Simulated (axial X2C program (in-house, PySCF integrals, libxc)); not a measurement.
# Correcting the dissociation energy of KCl⁺ for spin–orbit coupling

A spin-free CCSD(T) curve (one-electron X2C) was computed with an in-house relativistic program for diatomic molecules, basis K dyall-cv3z [11s12p6d3f], Cl dyall-av3z [9s8p3d2f] (cores contracted in-house), for the state M_S = 1/2, Λ = 1 (beyond evenly filled blocks: π+α, π+β, π-α). It gives D0 = 0.190 eV to K+ + Cl, which in a spin-free picture are the weighted means of the ground terms.

Correlated methods: 15 electrons correlated (number of frozen shells: K 2 s, 1 p; Cl 2 s, 1 p), 237 virtual spin orbitals or spinors in MP2, 90 natural virtuals in coupled cluster.

Measured levels of the ground terms (NIST Handbook of Basic Atomic Spectroscopic Data), in cm⁻¹: K+ 1S: J = 0 at 0; Cl 2P: J = 3/2 at 0, J = 1/2 at 882.4.

The two components of the molecular doublet are 559 cm⁻¹ apart in the PBE0 2c search (Ω = 3/2 lower), so the lower one lies 280 cm⁻¹ under their mean.

Problem. How far does each ground level lie under the (2J+1)-weighted mean of its term?

Solution. K+: a single level, 0; Cl: (4 × 0 + 2 × 882.4)/6 = 294 cm⁻¹.

Problem. Correct D0.

Solution. D0 = 0.190 + (280 − 294)/8065.5 = 0.188 eV at CCSD(T) with these spin–orbit terms. The direct two-component run gives 0.192 eV; the difference holds second-order terms in the molecule, scalar two-electron terms, the gap between measured and computed atomic splittings (a 2c atom can miss part of its lowering) and, in coupled cluster, the truncation of each run.

Second-order spin–orbit effects in the molecule, which grow quickly with Z, are left out. The state is a single determinant with fixed occupations, the lowest that a limited PBE0 search found. De is counted from the lowest determinant-based energies of the atoms at the same level, without counterpoise correction. CCSD and (T) use frozen natural virtuals with an MP2 correction for the truncation; (T) itself is uncorrected, so its De runs slightly low. Other states lie close and PBE0, whose exact exchange favours high spin, may order them wrongly; the determinant shown need not be the ground state. The nearest other spin-free determinant of the search, M_S = 1/2, Λ = 0, lies 0.17 eV up at the distance of the search.
